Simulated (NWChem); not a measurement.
The numbers come from NWChem runs, not from measurements. System: sulfuric acid (H2O4S), charge 0, spin multiplicity 1, at a geometry optimised with PBE/def2-SVP. Level: RHF/def2-TZVP.

Job file:

```
start mol
memory heap 200 mb stack 900 mb global 1100 mb
geometry units angstroms nocenter noautoz
  O     -0.301404     1.237375     0.870504
  S      0.000000     0.000000    -0.171581
  O      1.271184     0.252501    -0.841629
  O     -1.271184    -0.252501    -0.841629
  O      0.301404    -1.237375     0.870504
  H      0.572121     1.595328     1.141647
  H     -0.572121    -1.595328     1.141647
  symmetry group C2
end
basis spherical
  * library def2-tzvp
end
scf
  rhf
  nopen 0
  maxiter 100
  thresh 1e-7
  semidirect memsize 60000000 filesize 0
end
task scf energy
```

NWChem printed:

```
             Northwest Computational Chemistry Package (NWChem) 7.3.0
             --------------------------------------------------------

                                NWChem Input Module
                                -------------------

 Scaling coordinates for geometry "geometry" by  1.889725989
 (inverse scale =  0.529177249)

 Turning off AUTOSYM since
 SYMMETRY directive was detected!

                             Geometry "geometry" -> ""
                             -------------------------

 Output coordinates in angstroms (scale by  1.889725989 to convert to a.u.)

  No.       Tag          Charge          X              Y              Z
 ---- ---------------- ---------- -------------- -------------- --------------
    1 O                    8.0000    -0.30140400     1.23737500     0.87050400
    2 S                   16.0000     0.00000000     0.00000000    -0.17158100
    3 O                    8.0000     1.27118400     0.25250100    -0.84162900
    4 O                    8.0000    -1.27118400    -0.25250100    -0.84162900
    5 O                    8.0000     0.30140400    -1.23737500     0.87050400
    6 H                    1.0000     0.57212100     1.59532800     1.14164700
    7 H                    1.0000    -0.57212100    -1.59532800     1.14164700

 Effective nuclear repulsion energy (a.u.)     281.4230519771

            Nuclear Dipole moment (a.u.)
            ----------------------------
        X                 Y               Z
 ---------------- ---------------- ----------------
     0.0000000000     0.0000000000    -0.0000037795

      Symmetry information
      --------------------

 Group name             C2
 Group number              4
 Group order               2
 No. of unique centers     4

      Symmetry unique atoms

     1    2    3    6


 Summary of "ao basis" -> "" (spherical)
 ------------------------------------------------------------------------------
       Tag                 Description            Shells   Functions and Types
 ---------------- ------------------------------  ------  ---------------------
 *                         def2-tzvp                  on all atoms

 Summary of "ao basis" -> "ao basis" (spherical)
 ------------------------------------------------------------------------------
       Tag                 Description            Shells   Functions and Types
 ---------------- ------------------------------  ------  ---------------------
 O                         def2-tzvp                11       31   5s3p2d1f
 S                         def2-tzvp                13       37   5s5p2d1f
 H                         def2-tzvp                 4        6   3s1p

                                 NWChem SCF Module
                                 -----------------

  ao basis        = "ao basis"
  functions       =   173
  atoms           =     7
  closed shells   =    25
  open shells     =     0
  charge          =   0.00
  wavefunction    = RHF
  use symmetry    = T
  symmetry adapt  = T

 Summary of "ao basis" -> "ao basis" (spherical)
 ------------------------------------------------------------------------------
       Tag                 Description            Shells   Functions and Types
 ---------------- ------------------------------  ------  ---------------------
 O                         def2-tzvp                11       31   5s3p2d1f
 S                         def2-tzvp                13       37   5s5p2d1f
 H                         def2-tzvp                 4        6   3s1p
[...]
    21 b          22 a          23 b          24 a          25 b
    26 a          27 b          28 b          29 a          30 a
    31 b          32 b          33 a          34 b          35 a

             Final eigenvalues
             -----------------

              1
    1  -92.2746
    2  -20.6620
    3  -20.6619
    4  -20.5983
    5  -20.5983
    6   -9.2343
    7   -6.9210
    8   -6.9205
    9   -6.9192
   10   -1.5423
   11   -1.4242
   12   -1.4001
   13   -1.3833
   14   -0.9217
   15   -0.8143
   16   -0.7432
   17   -0.7259
   18   -0.6992
   19   -0.6437
   20   -0.6247
   21   -0.5766
   22   -0.5628
   23   -0.5344
   24   -0.5319
   25   -0.5149
   26    0.1036
   27    0.1361
   28    0.2279
   29    0.2335
   30    0.2366
   31    0.2755
   32    0.3821
   33    0.3875
   34    0.4165
   35    0.4735

                       ROHF Final Molecular Orbital Analysis
                       -------------------------------------

 Vector   23  Occ=2.000000D+00  E=-5.343623D-01  Symmetry=b
              MO Center= -8.6D-14, -3.2D-14, -2.0D-01, r^2= 2.8D+00
   Bfn.  Coefficient  Atom+Function         Bfn.  Coefficient  Atom+Function
  ----- ------------  ---------------      ----- ------------  ---------------
    75      0.225863  3 O  py               106      0.225863  4 O  py
    78      0.210000  3 O  py               109      0.210000  4 O  py
     8      0.202383  1 O  pz               138     -0.202383  5 O  pz
    11      0.190398  1 O  pz               141     -0.190398  5 O  pz

 Vector   24  Occ=2.000000D+00  E=-5.318762D-01  Symmetry=a
              MO Center=  1.1D-13, -1.6D-14, -6.4D-01, r^2= 2.4D+00
   Bfn.  Coefficient  Atom+Function         Bfn.  Coefficient  Atom+Function
  ----- ------------  ---------------      ----- ------------  ---------------
    75      0.294697  3 O  py               106     -0.294697  4 O  py
    78      0.271279  3 O  py               109     -0.271279  4 O  py
    81      0.173738  3 O  py               112     -0.173738  4 O  py

 Vector   25  Occ=2.000000D+00  E=-5.149068D-01  Symmetry=b
              MO Center=  2.1D-13,  1.3D-14, -6.3D-01, r^2= 2.5D+00
   Bfn.  Coefficient  Atom+Function         Bfn.  Coefficient  Atom+Function
  ----- ------------  ---------------      ----- ------------  ---------------
    76      0.240918  3 O  pz               107     -0.240918  4 O  pz
    79      0.221910  3 O  pz               110     -0.221910  4 O  pz
    74      0.178856  3 O  px               105      0.178856  4 O  px
    77      0.163113  3 O  px               108      0.163113  4 O  px

 Vector   26  Occ=0.000000D+00  E= 1.035627D-01  Symmetry=a
              MO Center=  1.4D-14,  1.7D-14,  1.2D+00, r^2= 6.7D+00
   Bfn.  Coefficient  Atom+Function         Bfn.  Coefficient  Atom+Function
  ----- ------------  ---------------      ----- ------------  ---------------
   164      1.191775  6 H  s                170      1.191775  7 H  s
     5     -0.641460  1 O  s                135     -0.641460  5 O  s
    36      0.500677  2 S  s                 51     -0.388266  2 S  pz
    73     -0.364011  3 O  s                104     -0.364011  4 O  s
    12     -0.299855  1 O  px               142      0.299855  5 O  px

 Vector   27  Occ=0.000000D+00  E= 1.361040D-01  Symmetry=b
              MO Center= -4.3D-14,  5.7D-15,  1.3D+00, r^2= 7.0D+00
   Bfn.  Coefficient  Atom+Function         Bfn.  Coefficient  Atom+Function
  ----- ------------  ---------------      ----- ------------  ---------------
   164      1.364479  6 H  s                170     -1.364479  7 H  s
     5     -0.722767  1 O  s                135      0.722767  5 O  s
    12     -0.264572  1 O  px               142     -0.264572  5 O  px
    49     -0.204376  2 S  px                50     -0.172030  2 S  py
    13     -0.158866  1 O  py               143     -0.158866  5 O  py

 Vector   28  Occ=0.000000D+00  E= 2.279297D-01  Symmetry=b
              MO Center= -9.2D-14, -1.0D-12, -3.1D-01, r^2= 2.8D+00
   Bfn.  Coefficient  Atom+Function         Bfn.  Coefficient  Atom+Function
  ----- ------------  ---------------      ----- ------------  ---------------
    50      1.508536  2 S  py                49     -0.698487  2 S  px
    47      0.590250  2 S  py                 5     -0.571652  1 O  s
   135      0.571652  5 O  s                 14      0.485143  1 O  pz
   144     -0.485143  5 O  pz                81     -0.442610  3 O  py
   112     -0.442610  4 O  py               164     -0.383214  6 H  s

 center of mass
 --------------
 x =   0.00000000 y =   0.00000000 z =  -0.04361191

 moments of inertia (a.u.)
 ------------------
         380.554230620421          -0.632325123391          -0.000000000000
          -0.632325123391         377.373978987010           0.000000000000
          -0.000000000000           0.000000000000         397.843516090223

  Mulliken analysis of the total density
  --------------------------------------

    Atom       Charge   Shell Charges
 -----------   ------   -------------------------------------------------------
    1 O    8     8.47   0.79  1.18  0.57  0.98  0.27  1.82  2.08  0.75  0.00  0.03  0.00
    2 S   16    14.75   2.01  0.48  1.48  0.94  0.34  4.16  1.70  0.80  1.42  0.22  0.39  0.67  0.13
    3 O    8     8.53   0.79  1.18  0.58  0.96  0.34  1.80  2.01  0.81  0.00  0.04  0.00
    4 O    8     8.53   0.79  1.18  0.58  0.96  0.34  1.80  2.01  0.81  0.00  0.04  0.00
    5 O    8     8.47   0.79  1.18  0.57  0.98  0.27  1.82  2.08  0.75  0.00  0.03  0.00
    6 H    1     0.62   0.23  0.32  0.02  0.04
    7 H    1     0.62   0.23  0.32  0.02  0.04

       Multipole analysis of the density wrt the origin
       ------------------------------------------------

     L   x y z        total         open         nuclear
     -   - - -        -----         ----         -------
     0   0 0 0     -0.000000      0.000000     50.000000

     1   1 0 0     -0.000000      0.000000      0.000000
     1   0 1 0      0.000000      0.000000      0.000000
     1   0 0 1      1.319277      0.000000     -0.000004

     2   2 0 0    -29.365497      0.000000     99.856582
     2   1 1 0      3.203070      0.000000      3.549097
     2   1 0 1     -0.000000      0.000000     -0.000000
     2   0 2 0    -22.660108      0.000000    109.302426
     2   0 1 1      0.000000      0.000000      0.000000
     2   0 0 2    -25.943863      0.000000     94.760412

 Task  times  cpu:       33.1s     wall:       33.1s

 Total times  cpu:       33.1s     wall:       33.1s
```
